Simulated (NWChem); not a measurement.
Basis-set dependence for disulfane (H$_{2}$S$_{2}$)

```
S
H 1 1.3555
S 1 2.0725 2 98.30
H 3 1.3555 1 98.30 2 -91.01
```
Charge 0, spin multiplicity 1.

The numbers come from NWChem runs, not from measurements. Structure: optimised with PBE0/def2-SVP, a minimum by its harmonic frequencies. It is one conformer; others weren't searched.

Hartree-Fock energies in Ha, correlation energies in mHa.

The correlated methods keep 10 core orbitals frozen. The Pople sets run with spherical d functions. Coupled-cluster values serve here as a point of comparison, not as the truth.

```json
[
 {"basis": "6-31G*", "functions": "40", "RHF": "-796.17029", "MP2": "-235.1", "SCS-MP2": "-235.5", "CCSD": "-270.4", "CCSD+T(CCSD)": "-278.1", "CCSD(T)": "-277.9", "CR-CCSD[T]": "-276.6", "CR-CCSD(T)": "-276.5"},
 {"basis": "def2-SVP", "functions": "46", "RHF": "-795.96555", "MP2": "-263.5", "SCS-MP2": "-263.3", "CCSD": "-298.6", "CCSD+T(CCSD)": "-306.8", "CCSD(T)": "-306.6", "CR-CCSD[T]": "-305.2", "CR-CCSD(T)": "-305.1"},
 {"basis": "def2-TZVP", "functions": "86", "RHF": "-796.24855", "MP2": "-345.0", "SCS-MP2": "-345.3", "CCSD": "-384.1", "CCSD+T(CCSD)": "-401.6", "CCSD(T)": "-401.3", "CR-CCSD[T]": "-397.7", "CR-CCSD(T)": "-397.5"}
]
```

From def2-SVP to def2-TZVP the Hartree-Fock energy moves by -283.0 mHa and the MP2 correlation energy by -81.6 mHa, which is 24 % of its value in the larger set.
